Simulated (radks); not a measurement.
Problem. The mean radii <r> (bohr) of the occupied orbitals of an atom or ion are listed with their occupations. Calculated with a radial shooting solver on a logarithmic mesh with Libxc functionals: non-relativistic Kohn-Sham, LB94 model potential, spin-polarised, spherical densities, point nucleus.

| orbital | occ. | <r> |
|---|---|---|
| 1s down | 1 | 0.02760 |
| 1s up | 1 | 0.02759 |
| 2s up | 1 | 0.1176 |
| 2s down | 1 | 0.1175 |
| 2p down | 3 | 0.09989 |
| 2p up | 3 | 0.09998 |
| 3s up | 1 | 0.2925 |
| 3s down | 1 | 0.2932 |
| 3p up | 3 | 0.2797 |
| 3p down | 3 | 0.2803 |
| 3d up | 3 | 0.2449 |

Name the element and its charge. Open shells, if any, are filled with parallel spins first.

Solution. Z = 55, caesium, charge +34: Cs34+ in [Ar] 3d3. The 1s radius gives Z: for a bare nucleus <r> = 1.5/Z, 0.02727 bohr for Z = 55, and screening makes it slightly larger (0.02760 here). The occupations add up to 21, and the charge is Z minus that.
